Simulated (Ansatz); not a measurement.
Species: CH4FSi (charge 0, doublet). It need not be the lowest isomer of its formula. SMILES: C[SiH]F
Geometry: optimised at B3LYP-D3(BJ)/def2-TZVP (Ansatz, a first-principles code).

Atomisation energy built up term by term with Ansatz (kcal/mol; UHF references for open shells; valence terms freeze the core; atomic spin-orbit terms are left out). CBS(X,Y): correlation extrapolated as X^-3; Hartree-Fock from the larger set.

```csv
term,basis,kcal/mol
Hartree-Fock,cc-pV(Q+d)Z,451.93
CCSD correlation,"CBS(cc-pV(T+d)Z,cc-pV(Q+d)Z)",?
(T),"CBS(cc-pV(T+d)Z,cc-pV(Q+d)Z)",?
core correlation,cc-pwCVTZ,1.01
scalar relativity (X2C),cc-pVTZ-DK against cc-pVTZ,-1.01
sum: De,,?
```

### Question
Some entries are withheld; supply them.

### Answer

- CCSD correlation, kcal/mol: 130.36
- (T), kcal/mol: 7.25
- sum: De, kcal/mol: 589.5
